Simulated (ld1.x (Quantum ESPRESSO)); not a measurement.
Before and after: TM semilocal potential for Se (Z = 34)

* Element: selenium (Se)
* Generator: ld1.x (Quantum ESPRESSO) 7.5
* Type: norm-conserving Troullier–Martins (semilocal form)
* Functional: PBE
* Relativity: scalar-relativistic
* Frozen core: [Ar] 3d10
* Valence charge: 6
* Reference configuration: 4s2 4p4
* Partial waves: 4s (bound): rc 1.65 bohr; 4d channel at 0.15 Ry: rc 1.60 bohr; 4p (bound): rc 1.85 bohr
* Local potential: the p channel
* Core correction: none

All-electron outer shells of the reference configuration (PBE, scalar-relativistic, ld1.x):

| shell | level (eV) | outermost node (bohr) | outermost maximum (bohr) |
| --- | --- | --- | --- |
| 3p | -152.98 | 0.21 | 0.50 |
| 3d | -53.12 | – | 0.45 |
| 4s | -17.29 | 0.70 | 1.51 |
| 4p | -6.51 | 0.74 | 1.82 |

Change: all radii scaled by about 1.31 (s 2.16, p 2.42, d 2.08 bohr).

Cutoffs: the cutoffs (Ry, on a coarse ladder) from which the occupation-weighted sum of valence levels, in a spherical-Bessel basis at the reference potential, stays within 10 and 1 mRy of its value at 400 Ry; they do not see the model core or the augmentation charge, which bear on the density cutoff. Errors are all-electron minus pseudo energies relative to the spin-unpolarised reference configuration.

Question: How do hardness, ghosts and transferability respond?

Answer: The potential gets softer (40 Ry and 55 Ry → 18 Ry and 35 Ry); of the 7 tests that both files solve, the error grows in 1 and shrinks in 4 by more than 15 % and 0.3 meV (median size 9.9 → 1.1 meV); neither file shows a bound ghost. A larger radius leaves more room for a smooth pseudo-wave, so fewer plane waves are needed. A semilocal file is local in each channel, so a ghost entry of none says nothing of the separable form that plane-wave codes build from it.

| quantity | base | changed |
| --- | --- | --- |
| cutoff, loose | 40 Ry | 18 Ry |
| cutoff, tight | 55 Ry | 35 Ry |
| loose cutoff by channel (10 mRy a level) | s 18 Ry, p 10 Ry | s 12 Ry, p 6 Ry |
| bound ghosts | none | none |
| error for 4s2 4p3, meV [ΔE 10.84 eV] | -3.3 | +0.4 |
| error for 4s2 4p2, meV [ΔE 31.19 eV] | -16 | +1.1 |
| error for 4s2 4p1, meV [ΔE 62.06 eV] | -42 | -3.6 |
| error for 4s2 4p4.3, meV [ΔE -1.59 eV] | +0.2 | +0.4 |
| error for 4s2 4p0, meV [ΔE 104.25 eV] | -56 | -0.5 |
| error for 4s0 4p6, meV [ΔE 21.96 eV] | +9.9 | +19 |
| error for 4s1 4p4, meV [ΔE 22.38 eV] | +2.9 | +3.3 |
